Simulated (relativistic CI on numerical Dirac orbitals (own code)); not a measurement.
**Rh6+: M2,3 absorption edge**

Computed with this model: Dirac-Coulomb-Breit CI, separate exchange-only KLI orbitals for each configuration, a model potential for QED, valence Slater integrals scaled by 0.7, multiplet model of core-to-valence dipole absorption; configurations [Kr] 4d3 → [Ne] 3s2 3p5 3d10 4s2 4p6 4d4; 300 K; Lorentzian 3 eV and Gaussian 0.4 eV FWHM. Energies are those of the free ion, without screening or charge transfer. The branching ratio is the share of the lower-energy edge in the whole absorption, uncertain by about 0.02 where the edges overlap. S is read from ⟨S²⟩ = S(S + 1).

Field parameters in Wybourne normalisation: Td as Oh with Dq negative (B⁴₀ = 21Dq, B⁴₄ = √(5/14) B⁴₀). The field is a parameter set, without covalency.

Case free ion, the dichroism is that of the ground state at zero temperature, magnetised by exchange field 10 meV on Sz. The dichroism I(Δm = −1) − I(Δm = +1), over the sum of the three polarisations, integrates to 0.0985 on the lower edge and 0.0677 on the upper edge. The branching ratio is 0.839.

Question: Use the orbital sum rule with 7 holes to get ⟨Lz⟩.

Answer: For a p → d edge ⟨Lz⟩ = 2 × n_h × (sum of both integrals) in this sign convention = 2.33; the ground state itself has ⟨Lz⟩ = 2.42 and ⟨Sz⟩ = -0.92. The rule assumes one radial integral for both edges, which relativistic orbitals only approach.
